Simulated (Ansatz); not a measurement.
`[NH2][Al]([F])[TeH]` + H₂O → `[NH2][Al]([OH])[F]` + H₂Te  (formal hydrolysis of the Al–Te bond)

Gas-phase electronic energies from Ansatz, PBE0-D4/def2-TZVP geometries. CBS: MP2 limit from def2 TZ/QZ plus the TZ coupled-cluster correction, frozen cores. This one scheme is used for every species. Functionals use def2-TZVPP. HSE06 is defined as in plane-wave codes. def2 core potentials past Kr. For Te outer-core shells are correlated without core-valence functions, which leaves a few kJ/mol of doubt a bond. One conformer a species, not always the lowest.

| level | ΔE (kJ/mol) | difference from CCSD(T)/CBS |
| --- | --- | --- |
| LDA (SPW92) | -14.2 | -1.5 |
| BLYP-D4 | -24.8 | -12.1 |
| B97M-V | -27.9 | -15.2 |
| r2SCANh-D4 | -17.2 | -4.5 |
| HSE06-D4 | -7.2 | 5.5 |
| ωB97M-V | -20.5 | -7.8 |
| PBE-QIDH | -11.1 | 1.6 |
| r2SCAN | -19.1 | -6.4 |
| MP2/def2-SVP | -19.4 | -6.7 |
| CCSD(T)/def2-SVP | -21.4 | -8.7 |
| CCSD(T)/CBS | -12.7 | 0 |

What do rigid-rotor, harmonic-oscillator terms from PBE0-D4/def2-TZVP frequencies (298.15 K, 1 bar) make of the CCSD(T)/CBS value? (Estimate.)

Computed: ΔZPE = -8.1 kJ/mol, ΔH = -23.1 kJ/mol, ΔS = -2 J/(mol·K), ΔG = -22.4 kJ/mol.

Largest T1 diagnostic among the species: 0.012.

Leaving LDA and LC-ωPBE aside and taking each functional with its dispersion term where it has one, the values, not all of them listed here, spread over 21.4 kJ/mol, from CAM-B3LYP-D4 to HSE06-D4. At CCSD(T), def2-SVP lies −8.7 kJ/mol from the extrapolated value and def2-TZVPP −7.4 kJ/mol. The D4 term adds +4.5 kJ/mol with B3LYP and +2.6 kJ/mol with PBE0; it sums over pairs of atoms, weighted by their polarisabilities, and B3LYP, whose exchange is more repulsive, gets the larger term.

B3LYP here is the variant with VWN-RPA as its local correlation; programs differ in this.
